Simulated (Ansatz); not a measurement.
Born–Oppenheimer molecular dynamics of ClH$_{3}$OSn (6 atoms, charge 0, multiplicity 1). It goes on from the last frame of an earlier run, with new velocities.

Theory: RKS PBE0-D4/def2-SVP in Ansatz 0.2.0.

```json
{"ensemble": "NVE (velocity Verlet)", "time step": "0.5 fs", "steps asked": "100", "starting velocities drawn for": "400 K", "seed": "909092"}
```

First frame:

```xyz
6
Properties=species:S:1:pos:R:3
Sn 0.025 -0.130 -0.104
Cl -0.206 0.074 2.284
H 1.694 -0.122 -0.476
O -0.751 1.427 -1.002
H -1.605 1.791 -0.796
H -0.850 -1.569 -0.334
```

How far do the bonds stretch over the last three quarters of this one trajectory? (Pairs bonded in most of those frames.)


| bond | mean (Å) | spread (Å) | shortest | longest |
| --- | --- | --- | --- | --- |
| Sn1–Cl2 | 2.382 | 0.047 | 2.30 | 2.44 |
| Sn1–H3 | 1.712 | 0.048 | 1.64 | 1.77 |
| Sn1–O4 | 1.983 | 0.010 | 1.96 | 1.99 |
| Sn1–H6 | 1.714 | 0.017 | 1.69 | 1.74 |
| O4–H5 | 0.967 | 0.015 | 0.94 | 0.99 |

Mean temperature of the second half: 307 K. The conserved energy stayed within 0.096 meV per atom of its start (net change -0.012 meV per atom), so the integration is sound. A run of 0.05 ps of so small a system gives no equilibrium averages.

Time of the run: 5.6 min on 1 thread of Arm Neoverse V1, with other jobs on the host, peak memory 0.14 GiB.
